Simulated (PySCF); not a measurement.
## Electron correlation in Si+ (silicon, charge +1)

[Ne] 3s2 3p1, 2P determinant. All numbers are calculated (PySCF 2.14, no relativity, point nucleus, in aug-cc-pV(D+d)Z (5s4p3d, 32 functions)). Frozen: [Ne]; 3 electrons correlated.

MP2 pair energies summed by pair of shells (mhartree):

```json
{"pair": "3s-3s", "energy": "-20.57", "share (%)": "57.9"}
{"pair": "3s-3p", "energy": "-14.96", "share (%)": "42.1"}
```

Total MP2 correlation energy: -35.53 mhartree.

Same-spin part -2.28 and opposite-spin part -33.25 mhartree; SCS-MP2 scales them by 1/3 and 6/5 to -40.66 mhartree.

```tsv
level	correlation energy (mhartree)
CCSD	-54.49
(T)	-0.72
CCSD(T)	-55.21
```

Diagnostics: T1 = 0.013, D1 = 0.0318, largest double amplitude 0.107.

**Question.** Is a single reference adequate?

**Answer.** Mostly. T1 lies below 0.03, but a double amplitude of this size points to a near-degeneracy that CCSD handles and MP2 describes poorly.
